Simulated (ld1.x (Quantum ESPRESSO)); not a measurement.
# Tc: variants of one TM potential

Base potential:

| Item | Value |
| --- | --- |
| Element | Tc |
| Generator | ld1.x (Quantum ESPRESSO) 7.5 |
| Type | norm-conserving Troullier–Martins (Kleinman–Bylander form) |
| Functional | PBE |
| Relativity | scalar-relativistic |
| Frozen core | [Ar] 3d10 |
| Valence charge | 15 |
| Reference configuration | 4s2 4p6 4d5 5s2 5p0 |
| Partial waves | 4p (bound): rc 1.70 bohr; 4d (bound): rc 1.65 bohr; 4s (bound): rc 1.25 bohr |
| Local potential | the s channel |
| Core correction | a·sin(br)/r model core, default radius (core density twice the valence density) |

Occupied shells without a wave of their own: 5s. They enter only through the test configuration that unscreens the potential, and ld1.x also counts them in the model core charge.

Cutoffs, loose and tight: the cutoffs (Ry, on a coarse ladder) from which the occupation-weighted sum of valence levels, in a spherical-Bessel basis at the reference potential, stays within 10 and 1 mRy of its value at 400 Ry. They do not see the model core or the augmentation charge, which bear on the density cutoff. Test errors are all-electron minus pseudo excitation energies from the reference, over the configurations 4s2 4p6 4d5 5s1 5p0; 4s2 4p6 4d5 5s0 5p0; 4s2 4p6 4d4 5s0 5p0; 4s2 4p6 4d5 5s0 5p1; 4s2 4p6 4d4 5s2 5p0; 4s2 4p6 4d6 5s0 5p0; 4s2 4p6 4d5.5 5s1.5 5p0. A dash means not determined; rows that change the core or the reference have their own tests.

With those shells counted twice in exchange and correlation these files are broken, and their errors move erratically; no question is asked of them.

```tsv
change	outcome	cutoff, loose	cutoff, tight	bound ghosts	largest test error (meV)
base	generated, misses its reference levels by 0.15 eV	90 Ry	160 Ry	none	-1460
all radii but the core radius scaled by about 0.77 (s 0.96, p 1.30, d 1.26 bohr)	generated	110 Ry	200 Ry	none	-1109
all radii but the core radius scaled by about 0.87 (s 1.08, p 1.48, d 1.42 bohr)	generated	110 Ry	200 Ry	none	-1112
all radii but the core radius scaled by about 0.96 (s 1.20, p 1.64, d 1.58 bohr)	generated	100 Ry	180 Ry	none	-1349
all radii but the core radius scaled by about 1.05 (s 1.32, p 1.78, d 1.74 bohr)	generated, misses its reference levels by 0.26 eV	90 Ry	140 Ry	none	-1977
all radii but the core radius scaled by about 1.17 (s 1.46, p 1.98, d 1.92 bohr)	generated, misses its reference levels by 0.55 eV	70 Ry	100 Ry	none	-3289
all radii but the core radius scaled by about 1.28 (s 1.60, p 2.18, d 2.10 bohr)	generated, misses its reference levels by 0.92 eV	55 Ry	80 Ry	none	-4944
all radii but the core radius scaled by about 1.39 (s 1.74, p 2.36, d 2.28 bohr)	generated, misses its reference levels by 1.73 eV	40 Ry	70 Ry	none	-8414
```

Reading the sweep of the scale of all radii but the core radius (base = 1) (base included, trends over the rows without a ghost): The loose cutoff falls from 110 Ry at 0.77 to 40 Ry at 1.39. A larger radius leaves more room for a smooth pseudo-wave, so fewer plane waves are needed; a smaller one forces it to follow the all-electron wave where it bends sharply. The median size of the test errors (rows with all tests solved) rises from 253.1 meV at 0.77 to 3947.9 meV at 1.39, with one reversal. More of the atom is replaced by a form fitted at one configuration, so other configurations suffer as the radius grows.
